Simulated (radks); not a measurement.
Q: Species: the cobalt ion Co12+. Configuration: [Ne] 3s2 3p3. Calculated with a radial shooting solver on a logarithmic mesh with Libxc functionals: scalar-relativistic Kohn-Sham, BLYP, spin-polarised, spherical densities, finite nucleus; open shells are filled with parallel spins first; Fermi nuclear charge, rms radius 3.7875 fm. Some entries of the table are withheld. Estimate them.

orbital,occ.,eigenvalue (eV),<r^2> (bohr^2),<r> (bohr)
1s up,1,-7952.785,0.004247,0.05619
1s down,1,-7950.477,0.004245,0.05618
2s up,1,-1249.222,0.07598,0.2539
2s down,1,-1247.361,0.07579,0.2537
2p up,3,-1122.514,0.06101,0.2232
2p down,3,-1119.855,0.06093,0.2231
3s up,1,(1),0.5167,0.6741
3s down,1,(2),0.5226,0.6775
3p up,3,-360.1913,0.5202,0.6721
3p down,0,-350.9464,0.5274,0.6760
3d up,0,-302.1154,0.4674,0.6335
3d down,0,-294.0765,0.4710,0.6346
4s up,0,(3),2.075,1.360
4s down,0,(4),2.123,1.377

A: 
(1) 3s up eigenvalue (eV): -398.8379
(2) 3s down eigenvalue (eV): -389.4258
(3) 4s up eigenvalue (eV): -188.1110
(4) 4s down eigenvalue (eV): -186.1646
